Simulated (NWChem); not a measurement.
Program: NWChem. System: H₄BN, charge 0, spin multiplicity 3, at the geometry of a parent with another charge or spin, in a state set for the comparison that need not be this species' ground state. Its SCF solution wasn't tested for a lower state. Level: UMP2/def2-TZVP, 2 core orbitals frozen.

Job file:

```
start mol
memory heap 200 mb stack 900 mb global 1100 mb
geometry units angstroms nocenter noautoz
  B      0.000000     0.000000     0.776169
  N      0.000000     0.000000    -0.611172
  H     -1.057459     0.000000     1.364498
  H      1.057459     0.000000     1.364498
  H      0.846359     0.000000    -1.165820
  H     -0.846359     0.000000    -1.165820
  symmetry group C2v
end
basis spherical
  * library def2-tzvp
end
scf
  uhf
  nopen 2
  maxiter 100
  thresh 1e-7
  semidirect memsize 60000000 filesize 0
  # guess.movecs holds the orbitals of an unrestricted PBE0 run
  vectors input guess.movecs output mol.movecs
end
mp2
  freeze core 2
end
task mp2 energy
```

Output (cleaned and shortened):

```
             Northwest Computational Chemistry Package (NWChem) 7.3.0
             --------------------------------------------------------

                                NWChem Input Module
                                -------------------

 Scaling coordinates for geometry "geometry" by  1.889725989
 (inverse scale =  0.529177249)

 Turning off AUTOSYM since
 SYMMETRY directive was detected!

                             Geometry "geometry" -> ""
                             -------------------------

 Output coordinates in angstroms (scale by  1.889725989 to convert to a.u.)

  No.       Tag          Charge          X              Y              Z
 ---- ---------------- ---------- -------------- -------------- --------------
    1 B                    5.0000     0.00000000     0.00000000     0.77616900
    2 N                    7.0000     0.00000000     0.00000000    -0.61117200
    3 H                    1.0000    -1.05745900     0.00000000     1.36449800
    4 H                    1.0000     1.05745900     0.00000000     1.36449800
    5 H                    1.0000     0.84635900     0.00000000    -1.16582000
    6 H                    1.0000    -0.84635900     0.00000000    -1.16582000

 Effective nuclear repulsion energy (a.u.)      32.1623911287

            Nuclear Dipole moment (a.u.)
            ----------------------------
        X                 Y               Z
 ---------------- ---------------- ----------------
     0.0000000000     0.0000000000    -0.0000056692

      Symmetry information
      --------------------

 Group name             C2v
 Group number             16
 Group order               4
 No. of unique centers     4

      Symmetry unique atoms

     1    2    3    5


 Summary of "ao basis" -> "" (spherical)
 ------------------------------------------------------------------------------
       Tag                 Description            Shells   Functions and Types
 ---------------- ------------------------------  ------  ---------------------
 *                         def2-tzvp                  on all atoms

 Summary of "ao basis" -> "ao basis" (spherical)
[...]
  AO/Fock/Back tols     =   1.0D-09  1.0D-09  1.0D-09

 GA uses MA = F    GA memory limited = T

 Available:
  local mem=  1.26D+08
 global mem=  1.44D+08
 local disk=  0.00D+00
  mp2_memr nvloc                    77
  nvloc new                    77
   1 passes of   7:        5242880                      42027                   6866650.
   1 passes of   7: M    126152617           G      144164408           F     120909737.

 Semi-direct pass number   1 of   1  for UHF alpha       at        1.6s
  vrange nnbf                  3740
  mp2_eaftype                    26  avail_ma_in_mb                  1099
 EAF : mp2_eaftype filesize          26    3433325.
  mp2_eaf for mointskh                     26
Node 0 wrote     16.1 Mb in      0.0 s     Agg I/O rate:  1466.6 Mb/s
 Done moints_semi at        3.0s
  mp2_eaftype                    26  avail_ma_in_mb                  1073
 EAF : mp2_eaftype filesize          26    3433325.
  mp2_eaf for kh                    26
 Done maket at        3.0s
 Done multipass loop at        3.0s

 GA uses MA = F    GA memory limited = T

 Available:
  local mem=  1.26D+08
 global mem=  1.44D+08
 local disk=  0.00D+00
  mp2_memr nvloc                    79
  nvloc new                    79
   1 passes of   5:        5242880                      34829                   5035546.
   1 passes of   5: M    126152617           G      144164408           F     120909737.

 Semi-direct pass number   1 of   1  for UHF beta        at        3.1s
  vrange nnbf                  3740
  mp2_eaftype                    19  avail_ma_in_mb                  1099
 EAF : mp2_eaftype filesize          19    2517773.
  mp2_eaf for mointskh                     19
Node 0 wrote     11.8 Mb in      0.0 s     Agg I/O rate:  1328.4 Mb/s
 Done moints_semi at        4.3s
  mp2_eaftype                    19  avail_ma_in_mb                  1080
 EAF : mp2_eaftype filesize          19    2517773.
  mp2_eaf for kh                    19
 Done maket at        4.3s
 Done multipass loop at        4.3s

          -------------------------------------------
          SCF energy                 -81.268482318854
          Correlation energy          -0.312805050054
          Singlet pairs                0.000000000000
          Triplet pairs                0.000000000000
          Total MP2 energy           -81.581287368908
          -------------------------------------------

          ---------------------------------------------------
                    Spin Component Scaled (SCS) MP2
          Same spin pairs                     -0.073893406195
          Same spin scaling factor             0.333333333333
          Opposite spin pairs                 -0.238911643859
          Opposite spin scaling fact.          1.200000000000
          SCS-MP2 correlation energy          -0.311325108030
          Total SCS-MP2 energy               -81.579807426883
          ---------------------------------------------------

 -----------------------
 Performance information
 -----------------------

 Timer overhead =  2.01D-07 seconds/call

               Nr. of calls         CPU time (s)                 Wall time (s)                GFlops
             ---------------    -------------------     ------------------------------   -------------------
Name         Min   Avg   Max    Min     Avg     Max     Min     Avg     Max   Mx/calls   Min     Max     Sum
mp2: moin     2     2     2    2.5     2.5     2.5      2.5     2.5     2.5     1.3      0.0     0.0     0.0
mp2: make     2     2     2   0.12    0.12    0.12     0.12    0.12    0.12    6.08E-2   0.0     0.0     0.0
mp2: tota     1     1     1    2.7     2.7     2.7      2.7     2.7     2.7     2.7      0.0     0.0     0.0

 The average no. of pstat calls per process was 5.00D+00
 with a timing overhead of 1.01D-06s

 Task  times  cpu:        4.3s     wall:        4.3s

 Total times  cpu:        4.3s     wall:        4.3s
```
